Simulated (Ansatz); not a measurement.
`N[SiH2]B(N)O` + HCl → `NB(O)[SiH2]Cl` + NH₃  (ligand exchange at the Si–N bond)

Program: Ansatz. Geometries: PBE0-D4/def2-TZVP. ΔE: electronic, gas phase. CCSD(T)/CBS is the MP2 limit (def2-TZVPP, def2-QZVPP) plus CCSD(T) − MP2 in def2-TZVPP, frozen cores. This one scheme is used for every species. Functionals use def2-TZVPP. HSE06 is defined as in plane-wave codes. One conformer a species, not always the lowest.

| level | ΔE (kJ/mol) | difference from CCSD(T)/CBS |
| --- | --- | --- |
| PBE-D4 | -59.9 | -2.2 |
| PBE0-D4 | -60.0 | -2.3 |
| HSE06-D4 | -60.2 | -2.5 |
| B2PLYP | -56.7 | 1.0 |
| PBE-QIDH | -58.7 | -1.0 |
| r2SCAN | -60.0 | -2.3 |
| BHLYP | -56.9 | 0.8 |
| HF/def2-SVP | -59.5 | -1.8 |
| MP2/def2-SVP | -54.3 | 3.4 |
| CCSD(T)/def2-SVP | -53.1 | 4.6 |
| SCS-MP2/def2-TZVPP | -55.0 | 2.7 |
| CCSD/def2-TZVPP | -53.0 | 4.7 |
| HF/def2-QZVPP | -58.1 | -0.4 |
| MP2/def2-QZVPP | -58.9 | -1.2 |
| SCS-MP2/def2-QZVPP | -57.3 | 0.4 |
| CCSD/CBS(def2) | -57.3 | 0.4 |
| CCSD(T)/CBS | -57.7 | 0 |

Largest T1 diagnostic among the species: 0.012.

At CCSD(T), def2-SVP lies +4.6 kJ/mol from the extrapolated value and def2-TZVPP +4.2 kJ/mol. Leaving LDA and LC-ωPBE aside and taking each functional with its dispersion term where it has one, the values, not all of them listed here, spread over 6.6 kJ/mol, from B97M-V to CAM-B3LYP-D4. LDA lies +7.6 kJ/mol from PBE without D4.

CCSD(T)/CBS has its own doubt, a few kJ/mol and more with outer-core shells, so smaller differences from it don't rank the levels.
